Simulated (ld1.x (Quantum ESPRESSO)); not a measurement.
## Cu: from the effect back to the setting (ultrasoft)

Base potential:

- Element: Cu (Z = 29)
- Generator: ld1.x (Quantum ESPRESSO) 7.5
- Type: ultrasoft
- Functional: PBE
- Relativity: scalar-relativistic
- Frozen core: [Ar]
- Valence charge: 11
- Reference configuration: 3d10 4s0.5 4p0.5
- Partial waves: 4s (bound): rcut 1.85, rcutus 2.15 bohr; 4s channel at 0.35 Ry: rcut 1.85, rcutus 2.15 bohr; 4p (bound): rcut 2.25, rcutus 3.15 bohr; 4p channel at 2.45 Ry: rcut 2.25, rcutus 3.15 bohr; 3d (bound): rcut 1.15, rcutus 1.30 bohr; 3d channel at 1.2 Ry: rcut 1.15, rcutus 1.30 bohr
- Local potential: all-electron potential smoothed inside 2.05 bohr (lloc = -1)
- Core correction: none
- Augmentation charge: PSQ, inside the norm-conserving radii

Cutoffs, loose and tight: the cutoffs (Ry, on a coarse ladder) from which the occupation-weighted sum of valence levels, in a spherical-Bessel basis at the reference potential, stays within 10 and 1 mRy of its value at 400 Ry. They do not see the model core or the augmentation charge, which bear on the density cutoff. Test errors are all-electron minus pseudo excitation energies from the reference, over the configurations 3d10 4s1 4p0; 3d10 4s0 4p0; 3d9 4s0 4p0; 3d7 4s0 4p0; 3d8 4s0 4p0; 3d9 4s2 4p0; 3d10 4s0 4p1; variants that change the core or the reference have their own tests.

Only the s radius is moved (1 further runs of the sweep failed or gave no value and are left out):

| s radius (bohr) | cutoff, loose | cutoff, tight | bound ghosts | largest test error (meV) | median size of the test errors |
| --- | --- | --- | --- | --- | --- |
| 1.86 | 70 Ry | 120 Ry | none | -248 | 3.2 meV |
| 2.42 | 70 Ry | 120 Ry | none | -200 | 22.4 meV |
| 2.76 | 70 Ry | 120 Ry | none | -184 | 30.2 meV |
| 3.1 | 70 Ry | 120 Ry | none | -172 | 34.7 meV |

**Question.** One more run gave cutoff, loose: 70 Ry; cutoff, tight: 120 Ry; bound ghosts: none; largest test error (meV): -212; median size of the test errors: 16.5 meV. Which value of the s radius was used?

**Answer.** 2.22 bohr. The median size of the test errors moves one way along this sweep, from 3.2 meV at 1.86 to 34.7 meV at 3.1 bohr, which places the run between 1.86 and 2.42 bohr.
